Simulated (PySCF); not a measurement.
CdI, SMILES [I][Cd] (connectivity only; charge and spin as stated), neutral, multiplicity 2. Geometry: B3LYP-D3(BJ)/def2-TZVP. The multiplicity is an assumed one; other spin states were not compared. The def2 effective core potentials stand for the cores of Cd, I; spin–orbit coupling is left out.

Computed with B3LYP-D3(BJ)/def2-TZVP (PySCF).

Harmonic wavenumbers (cm⁻¹): 151. Rotational constants (GHz): 1.116 (linear); symmetry number 1.

### Question
Work out the zero-point energy and the ideal-gas rigid-rotor harmonic-oscillator thermochemistry at 298.15 K and 1 atm.

### Answer
ZPE = ½ Σ hcν = ½ × 151 cm⁻¹ = 0.90 kJ/mol. H − E(el) = 11.26 kJ/mol. Entropy in J/(mol K): translation 177.06, rotation 80.02, vibration 11.13, spin 5.76, total 273.98. G − E(el) = -70.42 kJ/mol. Cp = 37.06 J/(mol K).
